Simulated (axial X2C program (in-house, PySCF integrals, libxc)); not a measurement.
**Photoelectron levels of GaS⁻ by EOM-IP-CCSD**

Computed with an in-house all-electron X2C program for linear molecules (integrals from PySCF): two-component X2C with atomic mean-field Coulomb and Gaunt terms, Gaussian nuclei, basis Ga dyall-acv3z, S dyall-av3z with contracted cores.

R = 2.323 Å (1.090 times 2.131 Å, the PBE0 minimum at charge -1 for the lowest determinant).

Vertical detachment energies of GaS⁻ to the states of GaS:

```
Ω of GaS  vertical detachment energy (eV)  above lowest (cm⁻¹)                  ionised spinor  one-hole weight
     3/2                            2.726                    0   79% S pπ, 11% Ga pπ, 6% Ga dπ             0.92
     1/2                            2.761                  286             74% S pπ, 10% Ga pπ             0.92
     1/2                            2.817                  735  42% S pσ, 31% Ga pσ, 14% Ga sσ             0.94
     1/2                            6.732                32315             54% Ga sσ, 33% S pσ             0.83
```

Q: Take the first Ω = 1/2 and Ω = 3/2 rows of π character: how far apart are they, and which lies lower?

A: E(3/2) − E(1/2) = 0 − 286 = -286 cm⁻¹ at EOM-IP-CCSD: inverted, Ω = 3/2 lower. Splittings at this level can be off by ten to twenty per cent.

This point took 36 s on 1 thread of Arm Neoverse N1 (shared host).

Reference electrons by ω block (each with its −ω partner): 1/2: 17, 3/2: 6, 5/2: 1. 20 electrons of GaS⁻ correlated (inner shells frozen), 82 natural virtual spinors (a truncated set); levels can be off by some tenths of an eV. Roots sought by Ω: (1/2: 4, 3/2: 3, 5/2: 1); the list ends where they run out and leaves out roots under 60 % one-particle weight. The solver can skip a root, and states that need a further excitation, which the method places far too high, are missing though they may lie low or lowest. T1 of the reference 0.018 (Lee–Taylor). Number of frozen shells: Ga 3 s, 2 p; S 2 s, 1 p.
